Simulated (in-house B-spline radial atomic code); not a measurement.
Computed with a B-spline radial atomic code. Model: two electrons, singlet ground state, non-relativistic, full CI in B-splines with partial waves to l = 8 (at full coupling up to 3e-4 hartree above the limit, correlation up to 0.6 % small), density held at that of full coupling by Lieb maximisation.

Along the adiabatic connection the electron repulsion is scaled by a coupling λ while a local potential keeps the density fixed. At λ = 0 the system is the Kohn-Sham one and W equals the exchange energy; the exchange-correlation energy is the area under W between 0 and 1. The kinetic energy rises with λ as the electrons avoid each other, with dT/dλ = −λ dW/dλ.

Command:
```bash
python run_ac.py task.json out
```
Settings (lengths in bohr, energies in hartree):
```
potential              dot
strength               0.479
lmax                   8
second                 -1
```

Time taken, with all properties: 22 s on 1 thread of Intel(R) Xeon(R) Processor @ 2.30GHz, on a shared host.

**W = mean repulsion less Hartree energy, and W of three functionals.**

Given: confinement charge in harmonic well; well frequency 0.479 hartree; nuclear charge -1; external potential omega^2 r^2/2 - Z/r.

Computed: LDA exchange minus exact 53.548 millihartree; SCAN exchange minus exact -5.5514 millihartree.

```
coupling  W xc (hartree)  W xc minus exchange (millihartree)  kinetic minus Kohn-Sham (millihartree)  LDA (PW92) W minus its exchange (millihartree)  PBE W minus its exchange (millihartree)  SCAN W minus its exchange (millihartree)
       0        -0.41218                                   0                                       0                                               0                                        0                                         0
    0.02        -0.41452                              -2.337                                    0.02                                           -9.96                                    -3.92                                     -1.89
    0.05        -0.41792                              -5.738                                    0.14                                          -19.66                                    -8.88                                      -4.6
    0.12        -0.42539                             -13.209                                    0.77                                          -36.01                                   -18.59                                    -10.51
    0.25         -0.4377                              -25.52                                    3.03                                          -57.33                                   -32.94                                    -20.33
     0.4        -0.44975                             -37.568                                    6.92                                          -75.33                                   -46.15                                     -30.2
     0.6        -0.46293                             -50.754                                   13.46                                          -93.62                                   -60.36                                    -41.49
     0.8        -0.47357                             -61.393                                   20.87                                         -107.98                                   -71.96                                     -51.1
       1        -0.48228                             -70.099                                   28.68                                         -119.74                                   -81.73                                    -59.39
     1.4        -0.49558                             -83.401                                   44.49                                         -138.19                                   -97.43                                    -72.99
       2               ?                                   ?                                       ?                                               ?                                        ?                                         ?
       3        -0.52286                             -110.68                                  100.95                                         -180.41                                  -134.77                                   -105.14
     4.5               ?                                   ?                                       ?                                               ?                                        ?                                         ?
       7        -0.54513                             -132.95                                  203.38                                         -222.86                                  -173.65                                   -133.93
      10        -0.55232                             -140.14                                  263.58                                         -238.41                                  -188.12                                   -142.23
```

(1) What belongs in the row 2?

(2) What belongs in the row 4.5?

(3) What is the PBE exchange minus exact?

**Energy parts, natural occupations and partial-wave weights.**

Computed: total energy 3.1439 hartree; kinetic part of the DFT correlation energy 0.028681 hartree; initial slope twice GL2 -0.11826 hartree; kinetic part over minus potential part 0.40916; Hartree energy 0.82436 hartree; Kohn-Sham kinetic 0.48224 hartree; Lieb Oxford ratio E_xc over LDA exchange 1.2648.

```
natural  occupation of the shell (electrons)
      s                               1.9103
      p                             0.086667
      d                            0.0014331
      s                                    ?
      p                            0.0001629
      f                           0.00016057
```

(4) What belongs in the row s?

```json
{"wave": "s", "weight": "0.95573"}
{"wave": "p", "weight": "0.043419"}
{"wave": "d", "weight": "0.00073532"}
{"wave": "f", "weight": "?"}
{"wave": "g", "weight": "1.847e-05"}
```

(5) What belongs in the row f?

(6) What is the exchange energy?

(7) What is the correlation energy?

## Answers

(1) W xc (hartree): -0.5091; W xc minus exchange (millihartree): -96.917; kinetic minus Kohn-Sham (millihartree): 67.18; LDA (PW92) W minus its exchange (millihartree): -158.11; PBE W minus its exchange (millihartree): -114.84; SCAN W minus its exchange (millihartree): -88.17.

(2) W xc (hartree): -0.53455; W xc minus exchange (millihartree): -122.37; kinetic minus Kohn-Sham (millihartree): 143.96; LDA (PW92) W minus its exchange (millihartree): -201.6; PBE W minus its exchange (millihartree): -154.05; SCAN W minus its exchange (millihartree): -120.4.

(3) 10.776 millihartree.

(4) occupation of the shell (electrons): 0.0011054.

(5) weight: 8.5892e-05.

(6) -0.41218 hartree.

(7) -0.041417 hartree.

Half-way to full coupling W has made 63 % of its drop, against 50 % for a straight line, and second-order (GL2) theory, half the initial slope, overshoots the correlation energy by about 43 %: a marked bend. Over couplings 0 to 1 the errors in E_xc come to about +16 millihartree for LDA, +2.3 millihartree for PBE, +1.8 millihartree for SCAN, so SCAN is nearest. In LDA and PBE and SCAN the errors of exchange and correlation have opposite signs, so the sum is smaller than the larger of the two.
